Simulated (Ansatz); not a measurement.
Molecule: CH₃BO, net charge 0, singlet state. 
Structure (B3LYP-D3(BJ)/def2-TZVP (Ansatz, an electronic-structure program) minimum search):
SMILES: [O+]#C[BH3-]
```xyz
6

B      0.0006     0.0064    -1.3356
H      1.1674     0.0101    -1.6425
H     -0.5845     1.0172    -1.6384
H     -0.5808    -1.0035    -1.6481
C     -0.0001    -0.0009     0.1841
O     -0.0006    -0.0063     1.3128
```
Charge 0, spin multiplicity 1.

Basis-set convergence of Hartree-Fock and CCSD(T) correlation energies (hartree) with Ansatz. Cores are frozen in the correlated levels unless marked. Spin-orbit coupling is left out. Non-relativistic.

| basis | functions | E(HF) | E(corr, CCSD(T)) |
|---|---|---|---|
| cc-pVDZ | - | -139.15135 | -0.44588 |
| cc-pVTZ | 132 | -139.19173 | -0.53999 |
| cc-pVQZ | 255 | -139.20205 | -0.57040 |

Extrapolating the two largest sets (X = 3 and 4) as X^-3: E(corr) = (64·(-0.57040) - 27·(-0.53999))/37 = -0.5926 Eh, an estimate of the basis-set limit. The largest set recovers 96.3 % of it, the smallest 75.2 %.
